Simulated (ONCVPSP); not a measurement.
**Cu: one change to an ONCV potential, before and after**

| Quantity | Value |
| --- | --- |
| Element | Cu (Z = 29) |
| Generator | ONCVPSP 4.0.1 |
| Type | optimised norm-conserving Vanderbilt (ONCV) |
| Functional | PBEsol |
| Relativity | scalar-relativistic |
| Frozen core | [Ar] |
| Valence charge | 11 |
| Reference configuration | 3d10 4p1 |
| Partial waves | s scattering state at 0.41 Ha: rc 2.50 bohr, ncon 4, nbas 8, qcut 3.3 1/bohr, 2 projectors, debl 0.5 Ha; 4p: rc 2.70 bohr, ncon 3, nbas 7, qcut 2.7 1/bohr, 2 projectors, debl 2.7 Ha; 3d: rc 1.35 bohr, ncon 3, nbas 7, qcut 13.4 1/bohr, 1 projector |
| Local potential | polynomial inside 1.30 bohr (lpopt 5, dvloc0 0 Ha) |
| Core correction | none |

In the s channel the program set the typed energies aside and used 0.050, 0.550 Ha.

Change: s: qcut 4.8.

Cutoffs: the cutoffs (Ha) at which the residual kinetic energy of the hardest occupied pseudo-wave falls to 1 and 0.1 mHa per electron; they do not see the model core or the augmentation charge, which bear on the density cutoff. Errors are all-electron minus pseudo energies relative to the spin-unpolarised reference configuration.

Question: How do hardness, ghosts and transferability respond?

Answer: The potential gets neither clearly harder nor softer (64 Ha and 73 Ha → 64 Ha and 73 Ha); the errors of the 3 common tests hardly move; the range in which the s phases agree widens (upper end 1.3 → at the end of the scan); neither file shows a bound ghost.

```csv
quantity,base,changed
"cutoff, loose",64 Ha,64 Ha
"cutoff, tight",73 Ha,73 Ha
bound ghosts,none,none
GHOST(+) flags under 300 eV,"s at 36.5 eV, p at 107.7 eV","s at 34.7 eV, p at 107.7 eV"
tests with a reliable result,3 of 4,3 of 4
"error for 3d10 4s1 4p0, meV [ΔE -4.17 eV]",+0.5,-0.5
"error for 3d10 4p0, meV [ΔE 3.93 eV]",-0.5,-0.5
"error for 3d9 4p0, meV [ΔE 25.25 eV]",-26,-26
s: phases at 2.53 bohr within 0.05 rad from the reference energy up to (Ha; the scan ends near 5),1.3,to the end of the scan
p: phases at 2.74 bohr within 0.05 rad from the reference energy up to (Ha; the scan ends near 5),3.8,3.8
d: phases at 1.37 bohr within 0.05 rad from the reference energy up to (Ha; the scan ends near 5),1.5,1.5
```
